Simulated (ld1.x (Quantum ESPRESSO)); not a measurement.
## What one change does to a pseudopotential (tin (Sn), TM)

tin, norm-conserving Troullier–Martins (Kleinman–Bylander form), made with ld1.x (Quantum ESPRESSO) 7.5 (PBEsol, scalar-relativistic). Core [Kr], reference 4d10 5s2 5p1 (charge +1). Waves: 5s (bound): rc 1.75 bohr; 4d (bound): rc 1.35 bohr; 5p (bound): rc 1.80 bohr. Local part: the p channel. Core correction: a·sin(br)/r model core, default radius (core density twice the valence density).

All-electron outer shells of the reference configuration (PBEsol, scalar-relativistic, ld1.x):

```json
{"shell": "4s", "level (eV)": "-141.76", "outermost node (bohr)": "0.40", "outermost maximum (bohr)": "0.74"}
{"shell": "4p", "level (eV)": "-97.58", "outermost node (bohr)": "0.41", "outermost maximum (bohr)": "0.79"}
{"shell": "4d", "level (eV)": "-33.78", "outermost node (bohr)": "0.39", "outermost maximum (bohr)": "0.88"}
{"shell": "5s", "level (eV)": "-17.88", "outermost node (bohr)": "0.98", "outermost maximum (bohr)": "1.99"}
{"shell": "5p", "level (eV)": "-10.28", "outermost node (bohr)": "1.08", "outermost maximum (bohr)": "2.43"}
```

Change: wave 5p (bound): rc 1.80 bohr becomes 5p (bound): rc 1.52 bohr.

Cutoffs: the cutoffs (Ry, on a coarse ladder) from which the occupation-weighted sum of valence levels, in a spherical-Bessel basis at the reference potential, stays within 10 and 1 mRy of its value at 400 Ry; they do not see the model core or the augmentation charge, which bear on the density cutoff. Errors are all-electron minus pseudo energies relative to the spin-unpolarised reference configuration.

**Question.** Predict the effect on cutoff, ghosts and configuration errors.

**Answer.** The potential gets harder (90 Ry and 160 Ry → 110 Ry and 160 Ry); both files keep a bound ghost (s); of the 7 tests that both files solve, the error grows in 3 and shrinks in 3 by more than 15 % and 0.3 meV (median size 5.1 → 15.0 meV). A smaller radius makes the pseudo-wave follow the all-electron one further in, where it bends more sharply, so more plane waves are needed.

| quantity | base | changed |
| --- | --- | --- |
| cutoff, loose | 90 Ry | 110 Ry |
| cutoff, tight | 160 Ry | 160 Ry |
| loose cutoff by channel (10 mRy a level) | s 18 Ry, d 80 Ry, p 25 Ry | s 21 Ry, d 80 Ry, p 100 Ry |
| bound ghosts | s | s |
| error for 4d10 5s2 5p2, meV [ΔE -6.90 eV] | +3.0 | +10 |
| error for 4d10 5s2 5p0, meV [ΔE 13.97 eV] | -5.1 | -5.3 |
| error for 4d10 5s1 5p0, meV [ΔE 44.99 eV] | -31 | -15 |
| error for 4d9 5s2 5p2, meV [ΔE 25.75 eV] | -351 | +213 |
| error for 4d9 5s2 5p3, meV [ΔE 17.50 eV] | -376 | +78 |
| error for 4d10 5s1 5p3, meV [ΔE 0.11 eV] | -0.5 | -7.6 |
| error for 4d10 5s2 5p2.3, meV [ΔE -7.75 eV] | +4.3 | +15 |

 A true bound ghost makes a file unfit for plane-wave use even where its test errors are small: the radial tests pick states by their node count and pass the ghost by.
